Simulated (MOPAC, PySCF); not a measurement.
Breaking a bond: ZnH, doublet.

UMP2 = MP2 on UHF/def2-TZVP, 5 core orbitals frozen run with PySCF; UHF/3-21G = unrestricted Hartree-Fock/3-21G run with PySCF; PM7, unrestricted, heats of formation (MOPAC); UCCSD(T) = CCSD(T) on UHF/def2-TZVP, 5 core orbitals frozen (PySCF).

Energies relative to the lowest point of each curve near equilibrium, in kcal/mol:

```
R / Å  UMP2  UHF/3-21G   PM7
-----  ----  ---------  ----
1.21   30.1       28.2  11.5
1.58    0.0        0.0   5.1
1.62    0.2        0.1   7.7
1.66    0.8        0.4  10.7
1.86    6.4        5.1  26.0
1.99   11.0        9.6  32.6
2.67   21.7       25.3  47.8
2.88   21.4       26.4  49.5
3.52   20.5       26.9  51.4
3.97   20.3       26.8  51.6
4.41   20.3       26.7  51.7
5.70   20.3       26.9  51.8
```

Question: Predict the corresponding UCCSD(T) column.

Answer: 1.21: 32.7; 1.58: 0.1; 1.62: 0.0; 1.66: 0.3; 1.86: 4.4; 1.99: 8.2; 2.67: 20.1; 2.88: 20.7; 3.52: 20.7; 3.97: 20.6; 4.41: 20.6; 5.70: 20.6 (kcal/mol).

The unrestricted determinant behind UMP2, UCCSD(T) is spin-contaminated at 2.20 to 2.43 Å (<S²> up to 0.9, against 0.75 for a pure doublet). The unrestricted determinant behind UHF/3-21G is spin-contaminated at 2.20 to 2.67 Å (<S²> up to 0.9, against 0.75 for a pure doublet).
